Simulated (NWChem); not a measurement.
System: SiHCl3; SMILES Cl[SiH](Cl)Cl

Program: NWChem. Each level has its own optimisation; frequencies are unscaled.

For level PBE/def2-SVP:

```yaml
r Cl–Si (Å): 2.061
r H–Si (Å): 1.489
highest harmonic frequency (cm⁻¹): 2238
dipole (D): 0.87
```

Question: Estimate the same quantities for level Hartree-Fock/3-21G.

Answer: 
- r Cl–Si (Å): 2.138
- r H–Si (Å): 1.458
- highest harmonic frequency (cm⁻¹): 2446
- dipole (D): 2.53
